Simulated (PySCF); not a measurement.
Isomers of C7H15B, from PBE0-D3(BJ)/def2-SVP geometry optimisation, gas phase in PySCF 2.14.0. One conformer each, no zero-point energy, no frequencies.

Task: Which isomer lies lower at this level?
A. `[CH3:1][C:2]([CH3:3])([CH3:4])[BH:5][CH:6]1[CH2:7][CH2:8]1` with C2–B5–C6–C7 141°: A = 3583, B = 1051, C = 1034 MHz, dipole 0.77 D
B. `[CH3:1][C@@H:2]1[BH:3][CH2:4][CH2:5][CH2:6][C@@H:7]1[CH3:8]` with C1–C2–B3–C4 -99°, C2–B3–C4–C5 -24°, B3–C4–C5–C6 38°, C4–C5–C6–C7 -58°: A = 2677, B = 1897, C = 1309 MHz, dipole 0.43 D

Result: B. That is `C[C@@H]1BCCC[C@@H]1C`, 22.9 kcal/mol below the other.

```
              SMILES                                                mapped SMILES      E (Eh)  relative (kcal/mol)  relative (kJ/mol)  dipole (D)
C[C@@H]1BCCC[C@@H]1C  [CH3:1][C@@H:2]1[BH:3][CH2:4][CH2:5][CH2:6][C@@H:7]1[CH3:8]  -300.05918                  0.0                0.0        0.43
      CC(C)(C)BC1CC1   [CH3:1][C:2]([CH3:3])([CH3:4])[BH:5][CH:6]1[CH2:7][CH2:8]1  -300.02263                 22.9               96.0        0.77
```

As drawn, the higher has a three-membered ring, which the lower lacks.
